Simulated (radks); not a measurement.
Task: These are the eigenvalues of the occupied orbitals of an atom or ion with whole-number occupations (eV). Method: scalar-relativistic Kohn-Sham, LDA (Slater exchange, Perdew-Wang correlation), spin-polarised, spherical densities, finite nucleus; Fermi nuclear charge, rms radius of each element as measured or else 0.836 A^(1/3) + 0.57 fm; computed with a radial shooting solver on a logarithmic mesh with Libxc functionals.

orbital  eigenvalue
1s up     -43360.01
1s down   -43360.00
2s up     -7019.026
2s down   -7018.988
2p up     -6278.806
2p down   -6278.779
3s up     -1526.994
3s down   -1525.879
3p up     -1293.453
3p down   -1292.348
3d up     -968.3389
3d down   -967.4685
4s up     -308.8294
4s down   -305.9877
4p up     -232.2911
4p down   -229.4407
4d up     -123.4245
4d down   -120.5818
5s up      -47.2428
5s down    -45.4315
5p up      -28.6936
5p down    -27.2236
6s up       -8.7723
4f up       -8.7275

Which element is it, and in what charge state? The configuration may be excited. Open shells, if any, are filled with parallel spins first.

Result: Z = 60, neodymium, charge +1: Nd+ in [Xe] 4f4 6s1. The list shows which subshells hold electrons but not how many an open one holds; the 1s level, -1593.5 hartree, gives Z - s = 56.5 by -(Z - s)^2/2, which with screening and relativity narrows Z to a few neighbours, and the depths of the outer levels then fix element, charge and occupations together.
